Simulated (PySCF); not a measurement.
B(Me)(OH)(PH2) (CH₆BOP), SMILES CB(O)P.

Coordinates come from a r2SCAN-D4/def2-SVP optimisation. Other conformers were not sampled.

Computed with r2SCAN/def2-TZVP in PySCF.

* **total energy**: -483.15976 hartree
* **highest occupied level**: -6.19 eV
* **lowest empty level**: -0.74 eV
* **orbital gap**: 5.45 eV
* **dipole moment**: 2.45 D
* **quadrupole, principal values (traceless, Buckingham form, about the centre of nuclear charge)**: -3.10, -1.97, 5.07 D·Å
* **mean static polarisability**: 57.9 bohr³ (8.57 Å³)
* **polarisability, principal values**: 46.5, 56.6, 70.5 bohr³
